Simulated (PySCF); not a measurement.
# Reproducing measurements on perfluoroethane

**Experimental background.**

From NIST CCCBDB Release 22 (SRD 101), experimental polarizabilities, for the gas: mean polarisability 4.668 Å³.

How close the calculation comes is told at the end.

Compound: perfluoroethane, C₂F₆.
SMILES with atom numbers: `[F:1][C:2]([F:3])([F:4])[C:5]([F:6])([F:7])[F:8]`

Structure used (GFN2-xTB), in Å, numbered top down from 1:
```
atom  x, y, z in Å
F1     1.399   -0.292   -1.032
C2     0.768   -0.069    0.115
F3     1.260    1.039    0.656
F4     1.017   -1.083    0.935
C5    -0.766    0.073   -0.122
F6    -1.020    1.085   -0.943
F7    -1.256   -1.038   -0.660
F8    -1.393    0.296    1.027
```

The PySCF runs (gas phase, on this GFN2-xTB geometry; no spin–orbit coupling):

```
            level                                                                job  basis functions  wall time
wB97X-D/def2-SVPD  8 singlets by full TDDFT, 3 Tamm–Dancoff triplets, polarisability              178       21 s
```

Hardware: one thread of an x86-64 server, no GPU, on a shared host.

Results beside the measurements:

**Mean polarisability.** Measured: 4.668 Å³ (NIST CCCBDB Release 22 (SRD 101), experimental polarizabilities).

```csv
level,computed (Å³),computed − measured (Å³),% (from the printed values)
wB97X-D/def2-SVPD,4.713,+0.045,+1
```

The computed values are static and purely electronic, with core orbitals frozen in the response (1 au = 0.148185 Å³). The table of measured values doesn't say here whether a value is static or optical, or holds a vibrational part.

The geometry is computed, not the measured one. Where a level misses, the cause wasn't examined.
